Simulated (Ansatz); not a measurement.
Program: Ansatz. Geometries: PBE0-D4/def2-TZVP. ΔE: electronic, gas phase. CCSD(T)/CBS is the MP2 limit (def2-TZVPP, def2-QZVPP) plus CCSD(T) − MP2 in def2-TZVPP, frozen cores. Functionals use def2-TZVPP. Elements past krypton have def2 core potentials. For Sn outer-core shells are correlated without core-valence functions, which leaves a few kJ/mol of doubt a bond. One conformer a species, not always the lowest.

`C=NB(F)[SiH3]` + `[OH][SnH3]` → `[SiH3][O][SnH3]` + `C=NBF`  (cleavage of the Si–B bond)

```tsv
level	ΔE (kJ/mol)
ωB97M-V	-122.4
HF/def2-TZVPP	-151.0
MP2/def2-TZVPP	-129.2
SCS-MP2/def2-TZVPP	-133.2
CCSD/def2-TZVPP	-126.4
HF/def2-QZVPP	-153.6
MP2/def2-QZVPP	-130.5
HF/CBS(def2)	-153.9
```

Task: What does CCSD(T)/CBS give? (An estimate is asked.)

Result: The calculation gave: -122.7 kJ/mol. The listed levels differ from it by 0.3, -28.3, -6.5, -10.5, -3.7, -30.9, -7.8, -31.2 kJ/mol.

Largest T1 diagnostic among the species: 0.015.

In def2-TZVPP, CCSD(T) changes the Hartree–Fock value by +29.0 kJ/mol (the triples alone add +4.3 kJ/mol) and MP2 by +21.8 kJ/mol. From PBE to PBE0 (25 % exact exchange), in def2-TZVPP and without D4, ΔE moves by −11.5 kJ/mol.
